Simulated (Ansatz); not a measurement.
`C[Si](C)(O)Cl` → `C[Si]Cl` + CH₃OH  (silylene formation by 1,1-elimination)

Program: Ansatz. Geometries: PBE0-D4/def2-TZVP. ΔE: electronic, gas phase. CCSD(T)/CBS is the MP2 limit (def2-TZVPP, def2-QZVPP) plus CCSD(T) − MP2 in def2-TZVPP, frozen cores. This one scheme is used for every species. DFT in def2-TZVPP. One conformer a species, not always the lowest.

| level | ΔE (kJ/mol) | difference from CCSD(T)/CBS |
| --- | --- | --- |
| revPBE-D4 | 386.4 | -23.4 |
| BLYP-D4 | 376.9 | -32.9 |
| PBE0-D4 | 409.1 | -0.7 |
| r2SCANh-D4 | 427.5 | 17.7 |
| r2SCAN0-D4 | 431.3 | 21.5 |
| ωB97M-V | 403.8 | -6.0 |
| B2PLYP | 398.2 | -11.6 |
| PBE0 | 399.2 | -10.6 |
| r2SCANh | 424.1 | 14.3 |
| LC-ωPBE | 422.2 | 12.4 |
| HF/def2-SVP | 372.8 | -37.0 |
| CCSD/def2-SVP | 371.0 | -38.8 |
| CCSD(T)/def2-SVP | 371.1 | -38.7 |
| HF/def2-TZVPP | 394.0 | -15.8 |
| CCSD/def2-TZVPP | 402.1 | -7.7 |
| MP2/def2-QZVPP | 432.2 | 22.4 |
| CCSD(T)/CBS | 409.8 | 0 |

Largest T1 diagnostic among the species: 0.012.

At CCSD(T), def2-SVP lies −38.7 kJ/mol from the extrapolated value and def2-TZVPP −6.3 kJ/mol. Leaving LDA and LC-ωPBE aside and taking each functional with its dispersion term where it has one, the values spread over 54.4 kJ/mol, from BLYP-D4 to r2SCAN0-D4. LDA lies +40.8 kJ/mol from PBE without D4. The D4 term adds +17.8 kJ/mol with B3LYP and +9.9 kJ/mol with PBE0; it sums over pairs of atoms, weighted by their polarisabilities, and B3LYP, whose exchange is more repulsive, gets the larger term.

B3LYP here is the variant with VWN-RPA as its local correlation; programs differ in this.
